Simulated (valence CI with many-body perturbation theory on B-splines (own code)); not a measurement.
## E1 transitions of Sb XX

Level of theory: configuration interaction combined with many-body perturbation theory (CI+MBPT): four valence electrons over a frozen Dirac-Fock core [Ar] 3d10, radial functions for each j: 11 s, 11 p, 9 d, 7 f, 5 g, 2 h, 1 i, with the one-electron correlation potential Σ1, the two-electron term Σ2, the three-electron term Σ3, Breit, model QED; selected CI, second order for the rest (own B-spline code, finite nucleus).

No measured levels were compared; by estimate levels hold to about 250 cm⁻¹ or 0.2 % of their energy and the worst to 1 %, as in measured heavy ions of charge 2 to 7; those with d or f electrons hold less well.

Lines 151 to 200 of 227 in falling wavelength, among levels below 160.58 eV, chosen from the strongest by gf and those to the six lowest levels. Wavelengths and rates use the calculated energies, so an error of 1000 cm⁻¹ moves a line at 147.2 Å by 0.15 % and its rate by three times that or more. Electric multipoles are in the length gauge, E1 and E2 with the static RPA response of the core. Weak lines are less certain than strong ones. Lines between different terms over intervals too small for the method are left out, as are lines whose strength nearly cancels. Where a level lies close to another of its J and parity, the split of strength between their lines is uncertain. The highest levels of a list are the least certain.

Names give the largest LS component (configuration and term), which can be under half, so a name can repeat, a term be missing and a line seem to break the LS rules; names also repeat where a configuration has a term twice. Letters in brackets count levels of one name in rising energy.

```tsv
λ vac (Å)	Upper	Lower	A (s⁻¹)	S (a.u.)
147.2	4s.4p2.4d 3F_2 [b]	4s.4p3 3D°_2	9.46e+09	7.45e-02
147.0	4s.4p2.4d 3D_3 [c]	4s.4p3 1D°_2	2.15e+10	2.36e-01
146.7	4s.4p2.4d 5F_3 [b]	4s.4p3 5S°_2	1.46e+10	1.60e-01
146.4	4s2.4p.4d 1P°_1	4s2.4p2 1S_0	1.82e+11	8.44e-01
145.8	4s.4p2.4d 3D_3 [a]	4s.4p3 3D°_3	1.84e+10	1.98e-01
145.4	4s2.4p.4d 3D°_1	4s2.4p2 3P_1	3.21e+10	1.46e-01
145.0	4s.4p2.4d 3P_1 [b]	4s.4p3 3P°_0	3.04e+10	1.37e-01
144.0	4s.4p2.4d 3D_3 [b]	4s.4p3 3D°_3	2.33e+10	2.40e-01
143.6	4s.4p2.4d 3P_1 [a]	4s.4p3 3D°_1	7.09e+10	3.11e-01
143.6	4s.4p2.4d 3F_2 [a]	4s.4p3 5S°_2	5.86e+09	4.28e-02
143.4	4s.4p2.4d 3P_1 [c]	4s.4p3 1D°_2	5.07e+10	2.21e-01
143.1	4s.4p2.4d 3P_2 [b]	4s.4p3 1D°_2	6.64e+10	4.80e-01
142.6	4s.4p2.4d 3F_2 [b]	4s.4p3 3D°_1	2.79e+10	1.99e-01
142.1	4s.4p2.4d 1G_4	4s.4p3 3D°_3	2.63e+10	3.35e-01
141.8	4s.4p2.4d 3P_2 [b]	4s.4p3 3P°_1	3.14e+10	2.21e-01
140.4	4s.4p2.4d 3D_3 [a]	4s.4p3 3D°_2	1.12e+10	1.07e-01
140.4	4s2.4p.4d 1F°_3	4s2.4p2 3P_2	2.18e+11	2.08e+00
139.9	4s.4p2.4d 3D_2 [a]	4s.4p3 3D°_3	1.91e+10	1.29e-01
139.9	4s.4p2.4d 3P_1 [c]	4s.4p3 3P°_0	2.36e+10	9.55e-02
138.7	4s.4p2.4d 3D_3 [b]	4s.4p3 3D°_2	9.76e+10	9.00e-01
138.7	4s.4p2.4d 3F_3 [b]	4s.4p3 3D°_3	3.72e+10	3.43e-01
138.3	4s.4p2.4d 3D_2 [b]	4s.4p3 3D°_3	2.31e+10	1.51e-01
137.7	4s2.4p.4d 1P°_1	4s2.4p2 3P_2	4.66e+07	1.80e-04
137.7	4s.4p2.4d 3D_1 [b]	4s.4p3 3D°_2	1.62e+10	6.27e-02
137.4	4s.4p2.4d 3F_3 [a]	4s.4p3 5S°_2	7.10e+10	6.35e-01
137.0	4s.4p2.4d 3P_2 [a]	4s.4p3 5S°_2	2.20e+09	1.40e-02
136.9	4s.4p3 1P°_1	4s2.4p2 3P_0	7.26e+09	2.76e-02
136.8	4s2.4p.4d 1D°_2	4s2.4p2 1D_2	8.02e+10	5.07e-01
136.0	4s.4p2.4d 3D_3 [c]	4s.4p3 3D°_3	9.05e+10	7.85e-01
135.4	4s.4p2.4d 3D_1 [a]	4s.4p3 3D°_1	3.04e+10	1.12e-01
134.9	4s.4p2.4d 3D_2 [a]	4s.4p3 3D°_2	2.65e+10	1.60e-01
134.6	4s.4p2.4d 3D_1 [c]	4s.4p3 3D°_2	7.38e+10	2.66e-01
134.2	4s.4p2.4d 5P_3	4s.4p3 5S°_2	1.08e+11	9.01e-01
134.1	4s.4p2.4d 3P_0 [a]	4s.4p3 3D°_1	5.12e+10	6.09e-02
133.8	4s2.4p.4d 3D°_3	4s2.4p2 1D_2	2.12e+11	1.76e+00
133.7	4s2.4p.4d 1D°_2	4s2.4p2 3P_1	1.03e+11	6.05e-01
133.6	4s2.4p.4d 3P°_1	4s2.4p2 1D_2	3.52e+10	1.24e-01
133.5	4s.4p2.4d 3F_2 [c]	4s.4p3 3D°_2	1.37e+10	8.02e-02
133.4	4s.4p2.4d 5P_2	4s.4p3 5S°_2	1.97e+11	1.16e+00
133.4	4s.4p2.4d 3D_2 [b]	4s.4p3 3D°_2	8.76e+10	5.13e-01
132.7	4s.4p2.4d 5P_1	4s.4p3 5S°_2	2.08e+11	7.20e-01
132.6	4s.4p2.4d 3P_2 [b]	4s.4p3 3D°_3	7.24e+09	4.17e-02
131.9	4s2.4p.4d 3P°_0	4s2.4p2 3P_1	1.77e+11	2.01e-01
131.6	4s2.4p.4d 3P°_2 [b]	4s2.4p2 1D_2	3.33e+10	1.87e-01
131.2	4s.4p2.4d 3D_3 [c]	4s.4p3 3D°_2	1.42e+11	1.11e+00
131.0	4s.4p2.4d 3P_1 [a]	4s.4p3 5S°_2	2.26e+10	7.52e-02
130.9	4s.4p2.4d 3G_3	4s.4p3 5S°_2	1.22e+08	9.50e-04
130.7	4s.4p2.4d 3P_0 [b]	4s.4p3 3D°_1	7.79e+10	8.59e-02
130.7	4s.4p2.4d 3D_1 [c]	4s.4p3 3D°_1	6.90e+10	2.28e-01
130.7	4s2.4p.4d 3D°_1	4s2.4p2 3P_0	2.19e+11	7.22e-01
```
